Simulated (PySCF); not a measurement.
## Si²⁺: ionisation energy

Si²⁺ [Ne] 3s2 (1S) → Si³⁺ [Ne] 3s1 (2S), as a difference of total energies. All numbers are calculated (PySCF 2.14, the non-relativistic Hamiltonian (point nucleus), in aug-cc-pV(5+d)Z (8s7p6d4f3g2h, 136 functions)). Correlated levels: valence: [Ne] frozen. The calculations carry no spin-orbit coupling.

| method | ionisation energy (eV) | error (eV) |
| --- | --- | --- |
| UHF | 31.955 | -1.538 |
| LDA | 33.521 | +0.028 |
| PBE | 33.377 | -0.116 |
| PBE0 | 33.241 | -0.252 |
| r2SCAN | 32.859 | -0.634 |
| CAM-B3LYP | 33.544 | +0.051 |
| B2PLYP | 33.280 | -0.213 |
| r2SCANh | 32.875 | -0.618 |
| MP2 (valence) | 32.880 | -0.613 |
| SCS-MP2 (valence) | 33.065 | -0.428 |

Reference: 33.493 eV (measured; NIST Atomic Spectra Database, ionization energies).

MP2 underrates the near-degeneracy of ns² with np² in the lower species.
